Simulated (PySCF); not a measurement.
**Unknowns**

All values are calculated (PySCF 2.14.0 with density-fitted response routines): shieldings: GIAO PBE0/pcSseg-1, GFN2-xTB structure. No solvent, relativity neglected, equivalent nuclei averaged, a single conformation.

Scale: 1H and 13C vs TMS (reference shieldings calculated alike). Splittings of carbon signals by F and P are missing where no couplings were computed. Where no couplings were computed, multiplicities follow the n + 1 count of equivalent neighbours, and m marks all less simple cases (inequivalent or close neighbours, rings, F or P nearby). Shifts are as computed. Against solution values, carbons near 30 ppm lie about +3 ppm off and those near 130 ppm about +5 ppm. Of 1211 compounds with measured shifts, 218 miss one by over three times the rms of a fit or turn the order of signals round; such compounds aren't used in these exercises.

(1) C6H7O3P. 1H NMR (600 MHz, computed): δ 8.83 (m, 1H), 4.10 (s, 3H), 2.93 (m, 3H). 13C{1H} NMR (computed): δ 190.5, 165.8, 164.9, 152.7, 53.4, 18.4. What is it?

(2) C2H12O2Si4. 1H NMR (500 MHz, computed): δ 10.05 (t, 1H), 3.85 (d, 2H), 3.68 (s, 9H). 13C{1H} NMR (computed): δ 212.0 (CH), 73.8 (CH2). What is it?

## Answers

(1) SMILES c1oc(C(OC)=O)c(C)p1. 6 carbon signals for 6 carbons: no two carbons are equivalent. Carbon types of the structure: 3 × C, 1 × CH, 2 × CH3, which accounts for all hydrogens. δC 165.8: ester carbonyl carbon; it is a carbonyl in resonance with an O or N lone pair, the region of acids, esters and amides. δC 164.9: substituted aromatic carbon. δC 152.7: substituted aromatic carbon next to the ring oxygen. δH 8.83: hydrogen on an aromatic CH next to the ring oxygen; the ring current deshields protons in the ring plane.

The data come from this structure; uniqueness wasn't tested.

(2) `O=CCO[Si]([SiH3])([SiH3])[SiH3]`. Rings plus π bonds: 1 (no ring in the answer). 2 carbon signals for 2 carbons: no two carbons are equivalent. Carbon types of the structure: 1 × CH, 1 × CH2, leaving 9 H on heteroatoms. δC 212.0: aldehyde carbonyl carbon; low-lying n→π* states of the double bond to the heteroatom give a large paramagnetic term (-276 ppm). δC 73.8: sp3 CH2 bonded to O, α to a carbonyl; pulled downfield by the heteroatom. δH 10.05: hydrogen on an aldehyde carbonyl carbon; the formyl region, downfield of aromatic protons. δH 3.85: hydrogen on an sp3 CH2 bonded to O, α to a carbonyl; its carbon carries O, hence the downfield position.

This is the structure that produced the data.
